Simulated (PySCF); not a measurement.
**Working out the excitation energy of I**

I [Kr] 4d10 5s2 5p5 (2P) → I [Kr] 4d10 5s1 5p6 (2S). Calculation: PySCF 2.14, in aug-cc-pwCVDZ-PP with ECP28MDF; scalar relativity through the core potential. Frozen: nothing. Energies in hartree (1 hartree = 27.21139 eV):

```
             part    I (lower)    I (upper)
              UHF  -294.654106  -294.188575
MP2 opposite-spin    -0.342222    -0.410058
    MP2 same-spin    -0.194353    -0.205530
```

What does Hartree-Fock give?

(-294.188575) − (-294.654106) = 0.465531 hartree = 12.668 eV.

What do MP2 and SCS-MP2 (6/5 opposite-spin, 1/3 same-spin) give?

The opposite-spin parts differ by -1.846 eV and the same-spin parts by -0.304 eV. MP2: 12.668 + (-1.846) + (-0.304) = 10.518 eV. SCS-MP2: 12.668 + 1.2 × (-1.846) + (-0.304)/3 = 10.351 eV.

The upper state lies above the first ionisation limit, where it may autoionise and the basis confines it.

A double-zeta basis recovers only part of the correlation energy.
